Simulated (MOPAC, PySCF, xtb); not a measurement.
Noncovalent pair: PH3 (SMILES P) (first 4 atoms) with AsH3 (SMILES [AsH3]); geometry from B3LYP-D3(BJ)/def2-TZVP, rigid monomers moved along the line of their centres of mass till P1···As5 is 3.28 Å.
(charge 0, multiplicity 1):
| atom | x (Å) | y (Å) | z (Å) |
|---|---|---|---|
| P | -0.0237 | 0.1221 | -0.4746 |
| H | 1.3881 | -0.0020 | -0.4601 |
| H | -0.2378 | -1.2642 | -0.2726 |
| H | -0.1115 | 0.0255 | -1.8883 |
| As | 0.1965 | 0.3511 | 2.7869 |
| H | 0.2954 | 0.4774 | 4.3055 |
| H | -1.3132 | 0.5514 | 2.8033 |
| H | 0.4542 | 1.8382 | 2.5815 |

Monomers are frozen at their geometry in the pair; levels with a basis set take the counterpoise correction. Rows marked so take none.

Rows in 3-21G, 6-31G* carry no dispersion term and start afresh at each structure (6-31G* with six Cartesian d functions); the Pople sets are all-electron and without relativity. The state reached by PM7 isn't checked; PM7 holds dispersion and hydrogen-bond terms.

Codes used: MOPAC for PM7 (differences of heats of formation); PySCF for 3-21G rows, 6-31G* rows; xtb for the GFN methods. Each number belongs to the level named beside it.

**Question.** One of these levels gives 133.5 meV for the interaction energy. Which one is it?
A) PM7
B) GFN-FF
C) HF/3-21G (no counterpoise)
D) HF/6-31G* (no counterpoise)

**Answer.** D, HF/6-31G* (no counterpoise). The others give -232.6 (GFN-FF), -142.5 (PM7), 53.6 (HF/3-21G (no counterpoise))
